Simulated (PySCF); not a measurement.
Z-matrix (Å, degrees):
```
W
O 1 1.7244
O 1 1.7245 2 109.92
C 1 2.1252 2 108.38 3 -118.26
H 4 1.1054 1 112.46 2 59.39
H 4 1.1084 5 108.13 1 -120.93
H 4 1.1084 5 108.13 6 -118.14
C 1 2.1252 2 108.29 3 118.20
H 8 1.1054 1 112.27 2 -59.49
H 8 1.1083 9 108.13 1 120.99
H 8 1.1083 9 108.12 10 118.16
```
Charge 0, multiplicity 1.

Give the charge on the central atom (Mulliken), total energy, dipole moment, LUMO, HOMO and HOMO–LUMO gap at the level TPSSh-D3(BJ)/def2-TZVP // TPSS-D3(BJ)/def2-SVP run with PySCF.


```
Quantity                                      Value
-------------------------------------  ------------
charge on the central atom (Mulliken)        1.34 e
total energy                           -297.5973 Ha
dipole moment                                3.81 D
LUMO                                       -2.92 eV
HOMO                                       -7.93 eV
HOMO–LUMO gap                               5.01 eV
```
